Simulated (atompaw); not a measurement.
**What one change does to a pseudopotential (Cs (Z = 55), PAW (atompaw))**

atompaw 4.2.0.5 input, output lines left out:

```
Cs 55
GGA-PBE scalarrelativistic loggrid 2001 logderivrange -2 5 176
6 6 5 0 0 0
6 0 1
6 1 0
5 2 0
0 0 0
c
c
c
c
c
v
c
c
c
c
v
c
c
v
2
3.00 2.90 2.80 2.80
y
0.3
n
y
1.95
n
y
1.5
n
modrrkj vanderbiltortho besselshape
3 -0.5 vpsmatchnc
3.00
3.00
3.00
3.00
3.00
3.00
```

Change: local potential bessel scheme, radius 2.80 bohr.

Cutoffs: the cutoffs (Ry, on a coarse ladder) from which the occupation-weighted sum of valence levels, in a spherical-Bessel basis at the reference potential, stays within 10 and 1 mRy of its value at 400 Ry; they do not see the model core or the augmentation charge, which bear on the density cutoff.

What does the change do?

Both files are so soft that the ladder of cutoffs tells neither apart; the bound ghosts move from d, p, s to p, s. A state that the projectors do not describe sees the local part alone, so a deeper or shallower local part can create or remove a ghost.

| quantity | base | changed |
| --- | --- | --- |
| cutoff, loose | 6 Ry | 6 Ry |
| cutoff, tight | 6 Ry | 6 Ry |
| bound ghosts | s, d, p | s, p |
| s: phases at 3.00 bohr within 0.05 rad from the reference energy up to (Ry; the scan ends near 5) | -0.1 | -0.0 |
| p: phases at 3.00 bohr within 0.05 rad from the reference energy up to (Ry; the scan ends near 5) | to the end of the scan | to the end of the scan |
| d: phases at 3.00 bohr within 0.05 rad from the reference energy up to (Ry; the scan ends near 5) | 0.1 | -0.0 |
| lowest overlap eigenvalue by channel | s 0.01, p 0.68, d 1.00 | s 0.08, p 0.72, d 1.00 |

 A true bound ghost makes a file unfit for plane-wave use even where its test errors are small: the radial tests pick states by their node count and pass the ghost by. The cutoffs see the waves, projectors and local potential, not the compensation charge or the core.
